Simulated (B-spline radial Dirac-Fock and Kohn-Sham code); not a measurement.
## Dipole and non-dipole photoemission parameters of Re 4d3/2

System: atomic rhenium in the configuration 1s2 2s2 2p6 3s2 3p6 3d10 4s2 4p6 4d10 4f14 5s2 5p6 5d5 6s2; threshold 273.9 eV (tabulated edge). Calculated with a radial finite-basis atomic code, using Dirac-Hartree-Slater photoionisation with a Latter tail; cross sections with all multipoles, angular parameters from the dipole term and its interference with E2.

For linearly polarised light dσ/dΩ = σ/(4π) [1 + β P₂(cos θ) + (δ + γ cos²θ) sin θ cos φ], with θ from the polarisation vector and φ the angle between the beam and the projection of the electron momentum on the plane normal to the polarisation.

| hν (eV) | σ (kb) | β | γ | δ |
| --- | --- | --- | --- | --- |
| 384 | 150 | -0.978 | -0.220 | 0.127 |
| 400 | 165 | -0.948 | -0.245 | 0.147 |
| 435 | 193 | -0.747 | -0.211 | 0.166 |
| 470 | 215 | -0.508 | -0.123 | 0.160 |
| 604 | 246 | 0.170 | 0.131 | 0.093 |
| 613 | ? | ? | ? | ? |
| 951 | 183 | 0.868 | 0.093 | 0.012 |
| 1253.6 | 125 | 1.101 | -0.011 | 0.004 |
| 1260 | 124 | 1.104 | -0.012 | 0.004 |
| 1640 | 78.8 | 1.246 | -0.047 | 0.011 |
| 2984.4 | 21.5 | 1.380 | 0.186 | 0.041 |
| 3700 | 12.5 | 1.381 | 0.364 | 0.054 |
| 4000 | 10.2 | 1.376 | 0.438 | 0.060 |
| 5570 | 4.09 | 1.329 | 0.797 | 0.087 |
| 7920 | 1.43 | 1.240 | 1.225 | 0.128 |
| 9251.7 | 0.883 | 1.192 | 1.422 | 0.152 |
| 9490 | 0.814 | 1.183 | 1.454 | 0.156 |

Q: Give the values at 613 eV.

A: σ = 246 kb, β = 0.203, γ = 0.139, δ = 0.089.
